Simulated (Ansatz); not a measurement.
Isolated molecules relaxed with PBE0-D4/def2-TZVP in Ansatz; ΔE leaves out vibrations. CCSD(T)/CBS is the MP2 limit (def2-TZVPP, def2-QZVPP) plus CCSD(T) − MP2 in def2-TZVPP, frozen cores. def2 core potentials past Kr. For Ge, In outer-core shells are correlated without core-valence functions, which leaves a few kJ/mol of doubt a bond. Scalar relativity is left out up to krypton. One conformer a species, not always the lowest.

`C[O][GeH]([CH3])[SiH3]` + `[OH][In]([SH])[O][SiH3]` → `[SiH3][O][In]([SH])[O][SiH3]` + `C[O][GeH2][CH3]`  (cleavage of the Si–Ge bond)

`C[O][GeH]([CH3])[SiH3]`:

Z-matrix (Å, degrees):
```
C
O 1 1.403
H 1 1.099 2 112.4
H 1 1.099 2 112.2 3 121.9
H 1 1.093 2 108.2 3 -119.0
Ge 2 1.791 1 118.6 3 -63.8
Si 6 2.395 2 109.4 1 65.8
C 6 1.943 2 104.0 1 -172.4
H 6 1.551 2 107.1 1 -54.0
H 7 1.488 6 111.2 2 -58.4
H 7 1.489 6 109.6 2 -178.1
H 7 1.487 6 110.2 2 62.3
H 8 1.091 6 110.6 2 178.0
H 8 1.091 6 109.4 2 57.9
H 8 1.090 6 109.9 2 -61.7
```

`[OH][In]([SH])[O][SiH3]`:

Cartesian coordinates in Å:
```
O -2.933 -1.330 -0.143
In -1.389 -0.172 -0.507
S -1.264 1.551 -2.100
O 0.168 -0.590 0.647
Si 1.670 0.017 0.793
H -2.734 -1.959 0.557
H 0.006 1.827 -1.752
H 2.691 -1.032 0.520
H 1.890 0.555 2.163
H 1.896 1.135 -0.177
```

`[SiH3][O][In]([SH])[O][SiH3]`:

```xyz
13

Si   -0.050   -0.847   -2.247
O     0.903   -1.299   -1.000
In    1.055   -0.874    0.910
S     2.499   -2.012    2.363
O    -0.094    0.589    1.552
Si   -1.103    1.690    0.892
H    -0.123   -1.963   -3.226
H    -1.432   -0.527   -1.785
H     0.498    0.357   -2.930
H     2.113   -1.255    3.406
H    -1.135    2.897    1.761
H    -2.484    1.147    0.772
H    -0.646    2.097   -0.469
```

`C[O][GeH2][CH3]`:

```xyz
12

C    -1.058   -0.952    1.626
O    -0.711    0.095    0.757
Ge    0.530   -0.214   -0.487
C     0.693    1.454   -1.456
H    -1.826   -0.587    2.313
H    -0.203   -1.296    2.224
H    -1.468   -1.819    1.089
H     1.835   -0.631    0.229
H     0.042   -1.385   -1.371
H     0.997    2.249   -0.774
H     1.437    1.366   -2.249
H    -0.267    1.718   -1.900
```

```
             level  ΔE (kcal/mol)
SCS-MP2/def2-QZVPP          -24.0
      HF/CBS(def2)          -29.7
```

Problem. What does CCSD(T)/CBS give? (Estimate.)

Solution. Computed: -21.1 kcal/mol. The listed levels differ from it by -2.9, -8.6 kcal/mol.

Largest T1 diagnostic among the species: 0.016.

From PBE to PBE0 (25 % exact exchange), in def2-TZVPP and without D4, ΔE moves by −2.8 kcal/mol. In def2-TZVPP, CCSD(T) changes the Hartree–Fock value by +7.5 kcal/mol (the triples alone add +1.0 kcal/mol) and MP2 by +6.4 kcal/mol.
